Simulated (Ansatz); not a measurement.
Cost and result for the atomization energy of C$_{3}$H$_{6}$BN (`CB1N=C1C`) (11 atoms, 11 bonds).

```xyz
11

C    -0.7859   -0.6880    1.9321
B    -0.2125    0.1024    0.7345
N     0.1843    1.3953    0.2687
C     0.2917    0.4182   -0.5897
C     0.7593    0.3864   -1.9846
H    -1.8498   -0.8797    1.7533
H    -0.3112   -1.6654    2.0435
H    -0.7030   -0.1402    2.8730
H    -0.0335   -0.0008   -2.6296
H     1.5992   -0.3070   -2.0753
H     1.0613    1.3787   -2.3258
```

The species carries charge 0 and has multiplicity 1. Geometry: relaxed with PBE0-D4/def2-TZVP. Program: Ansatz. All runs use 2 threads of an Intel Xeon 6975P-C on a shared host. Times are those of one run each, without the atoms' runs, and a repeat can differ threefold. Electronic energies, without spin–orbit coupling; frozen cores. CCSD(T)/CBS adds CCSD(T) − MP2 in def2-TZVPP to the MP2 limit, and its time is that of the two runs behind it. T1 = 0.011. B3LYP takes the VWN-RPA correlation (the form of Gaussian; ORCA's B3LYP/G).

CCSD(T)/CBS is a level of theory with its own doubt, some kJ/mol a heavy atom from the limit and from the frozen cores, so smaller differences don't rank the functionals.

```tsv
level	functions	wall time
PBE-D4/def2-TZVPP (with forces)	239	2.1 s
BHLYP-D4/def2-TZVPP	239	2.2 s
CAM-B3LYP-D4/def2-TZVPP	239	2.5 s
r2SCAN-D4/def2-TZVPP (with forces)	239	3.3 s
B3LYP-D4/def2-TZVPP (with forces)	239	3.4 s
CCSD(T)/def2-SVP	100	4.4 s
PBE-QIDH/def2-TZVPP	239	4.6 s
ωB97X-V/def2-TZVPP	239	5.5 s
B97M-V/def2-TZVPP	239	6 s
ωB97M-V/def2-TZVPP (with forces)	239	7.5 s
MP2/def2-QZVPP	465	20 s
CCSD(T)/def2-TZVPP	239	2.1 min
CCSD(T)/CBS(def2)	–	2.5 min
```

(1) What atomization energy does each give, and how far from CCSD(T)/CBS? (Estimate.)

Results:

(1) Computed: 
```csv
level,atomization (kcal/mol),difference from CCSD(T)/CBS,per bond
PBE-D4/def2-TZVPP (with forces),1126.4,40.2,3.7
BHLYP-D4/def2-TZVPP,1064.4,-21.8,-2.0
CAM-B3LYP-D4/def2-TZVPP,1100.6,14.4,1.3
r2SCAN-D4/def2-TZVPP (with forces),1097.6,11.4,1.0
B3LYP-D4/def2-TZVPP (with forces),1096.9,10.7,1.0
CCSD(T)/def2-SVP,1043.3,-42.9,-3.9
PBE-QIDH/def2-TZVPP,1092.5,6.3,0.6
ωB97X-V/def2-TZVPP,1096.1,9.9,0.9
B97M-V/def2-TZVPP,1099.9,13.7,1.2
ωB97M-V/def2-TZVPP (with forces),1099.1,12.9,1.2
MP2/def2-QZVPP,1097.9,11.7,1.1
CCSD(T)/def2-TZVPP,1060.0,-26.2,-2.4
CCSD(T)/CBS(def2),1086.2,0.0,0.0
```

The D4 term adds +6.6 kcal/mol with B3LYP and +3.5 kcal/mol with PBE0; it sums over pairs of atoms, weighted by their polarisabilities, and B3LYP, whose exchange is more repulsive, gets the larger term. From r2SCAN to r2SCAN0 (25 % exact exchange), in def2-TZVPP and without D4, the atomization energy moves by −15.6 kcal/mol: exact exchange takes away binding that semilocal exchange gives to molecules. Leaving LDA and LC-ωPBE aside and taking each functional with its dispersion term where it has one, the values spread over 62.0 kcal/mol, from BHLYP-D4 to PBE-D4. LDA lies +130.3 kcal/mol from PBE without D4, its usual overbinding.
